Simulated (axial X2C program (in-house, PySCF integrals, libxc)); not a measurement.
# CaN⁺: cheaper levels and CCSD(T), 2c

Calculated with an in-house all-electron X2C program for linear molecules (integrals from PySCF). Two-component (2c) means X2C with spin–orbit coupling and atomic mean-field two-electron Coulomb and Gaunt terms. Basis: Ca dyall-cv3z [11s12p6d4f], N dyall-av3z [7s7p3d2f] (cores contracted in-house); Gaussian nuclei, density fitting, unrestricted open shells. Masses: Ca 39.963 u, N 14.003 u.

State: Ω = 1 (⟨Sz⟩ = 1.00, ⟨Lz⟩ = 0.00 at HF); fragments Ca+ + N.

| level | Re (Å) | ωe (cm⁻¹) | De (eV) |
| --- | --- | --- | --- |
| PBE0 | 2.138 | 540.1 | 1.69 |
| MP2 | 2.173 | 517.4 | 0.980 |
| TPSSh | 2.145 | 542.5 | 2.01 |

Correlated methods: 14 electrons correlated (number of frozen shells: Ca 2 s, 1 p; N 1 s), 252 virtual spin orbitals or spinors in MP2, 90 natural virtuals in coupled cluster.

CCSD(T), same Hamiltonian and basis:

Re = 2.189 Å, ωe = 491.0 cm⁻¹, De = 1.08 eV; T1 = 0.013 (Lee–Taylor normalisation).

Problem. Give the differences from CCSD(T) in the columns below.

Solution. 

| level | ΔRe (Å) | Δωe (cm⁻¹) | ΔDe (eV) |
| --- | --- | --- | --- |
| PBE0 | -0.051 | 49 | 0.61 |
| MP2 | -0.016 | 26 | -0.10 |
| TPSSh | -0.044 | 52 | 0.93 |

The state is a single determinant with fixed occupations, the lowest that a limited PBE0 search found. Dissociation energies refer to the lowest single-determinant-based atoms at the same level and basis. Density functionals use the spin component along the axis (collinear). Coupled cluster ran in a truncated set of natural virtual spinors; the MP2 energy of the rest was added. (T) has no such correction and the atoms are truncated less, which lowers De at CCSD(T) by a hundredth of an eV or more. Other states lie close and PBE0, whose exact exchange favours high spin, may order them wrongly; the determinant shown need not be the ground state. The nearest other 2c determinant of the search, Ω = 2, lies 0.41 eV up at the distance of the search. With several unpaired electrons one determinant need not be a pure state. Open-shell Ω = 0 determinants with evenly filled partner blocks cannot be reached by this program, so the Ω shown need not be the lowest component. This is the Ω = 1 component of a π² triplet; the 0⁺ component is not one determinant and can lie lowest. Some points did not converge and are left out. The determinant is spin-polarised beyond a pure state at some levels (its spin-free form has ⟨S²⟩ too high), which makes Re and μ there less reliable.
